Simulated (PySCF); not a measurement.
TDDFT excited states: CH5ClSn

Compound: SnH2MeCl, CH₅ClSn.
SMILES: `[H][Sn]([H])([CH3])[Cl]`

Level of theory: PySCF, TDDFT wB97X-D/def2-SVPD, vertical, gas phase, core orbitals frozen in the response, def2 core potentials past Kr. Isolated species at its PBE0-D3(BJ)/def2-SVP geometry, gas phase. Spin–orbit coupling is left out.

Task: What does the calculation give for the low-lying excited states?

Result: 

```
state  E (eV)  ν̃ (cm⁻¹)       f   main configurations (H = HOMO, L = LUMO)
   S1    6.49      52350   0.022                                  H→L (89%)
   S2    6.55      52850   0.023                                H-1→L (89%)
   S3    7.60      61320   0.028       H-2→L (61%), H→L+1 (16%), H→L+2 (9%)
   S4    7.80      62880  0.0023      H→L+1 (66%), H→L+2 (11%), H-2→L (10%)
   S5    7.80      62910   0.016  H-1→L+1 (42%), H-4→L (31%), H-1→L+2 (13%)
   S6    7.93      63930   0.026  H-1→L+1 (47%), H-4→L (24%), H-1→L+2 (16%)
   S7    8.06      65010   0.204                    H→L+2 (62%), H-3→L (9%)
   S8    8.13      65590  0.0028  H-1→L+2 (40%), H-4→L (22%), H-1→L+3 (21%)
   S9    8.44      68050   0.462                 H-3→L (46%), H-2→L+2 (15%)
  S10    8.69      70050  0.0008                                H→L+4 (77%)
```

Triplets (Tamm–Dancoff): T1 6.09 eV, H→L (85%); T2 6.13 eV, H-1→L (88%); T3 6.96 eV, H→L+1 (32%), H→L+2 (32%), H-2→L+2 (14%); T4 7.15 eV, H-1→L+1 (48%), H-4→L+1 (13%).

The lowest singlet lies at 6.49 eV (191 nm, vacuum ultraviolet) and is weak; its leading configuration is HOMO→LUMO (89%). The most intense listed level is S9 at 8.44 eV (147 nm, f = 0.462), 1.95 eV above S1. S4/S5 lie within about 0.01 eV of each other. Löwdin shares by element: HOMO chlorine 57%, carbon 19%, tin 12%; LUMO tin 43%, chlorine 25%, hydrogen 22% or more. The listed states span 2.20 eV, and the widest gap between neighbours is 1.05 eV (S2 to S3). Orbital energies (eV): HOMO-3 -11.68, HOMO-2 -11.34, HOMO-1 -10.33, HOMO -10.19, LUMO 0.93, LUMO+1 1.56, LUMO+2 1.70. The vertical ionisation energy (ΔSCF) is 10.59 eV, 1.90 eV above S10. Only the lowest 10 singlets were computed, as vertical energies without vibronic structure.
